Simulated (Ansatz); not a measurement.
Mulliken charges of `N[Si](Cl)Br` radical from B3LYP/def2-TZVPP in Ansatz (PBE0-D4/def2-TZVP geometry).

```json
{"atom": "N1", "x (Å)": "-0.316", "y (Å)": "0.695", "z (Å)": "0.504", "charge (e)": "-0.324"}
{"atom": "Si2", "x (Å)": "0.630", "y (Å)": "-0.259", "z (Å)": "-0.542", "charge (e)": "0.462"}
{"atom": "Cl3", "x (Å)": "1.357", "y (Å)": "-1.817", "z (Å)": "0.594", "charge (e)": "-0.229"}
{"atom": "Br4", "x (Å)": "-0.694", "y (Å)": "-0.970", "z (Å)": "-2.194", "charge (e)": "-0.212"}
{"atom": "H5", "x (Å)": "-0.020", "y (Å)": "0.866", "z (Å)": "1.452", "charge (e)": "0.151"}
{"atom": "H6", "x (Å)": "-0.914", "y (Å)": "1.420", "z (Å)": "0.140", "charge (e)": "0.152"}
```

Question: By hand: the dipole of these point charges (1 e Å = 4.8032 D).

Answer: Σ q r = (0.088, 0.624, 0.156) e Å, of length 0.649 e Å = 3.12 D.

Question: How does the dipole of the full density compare? (Best estimate.)

Answer: The calculation gave: (-0.070, 0.498, 0.267) e Å, 2.73 D; the point charges give 1.14 times that, at 20° from its direction.

Point charges leave out the atoms' own dipoles, such as those of lone pairs, and Mulliken's split depends on the basis, so the two needn't agree.

B3LYP here is the variant with VWN-RPA as its local correlation; programs differ in this.
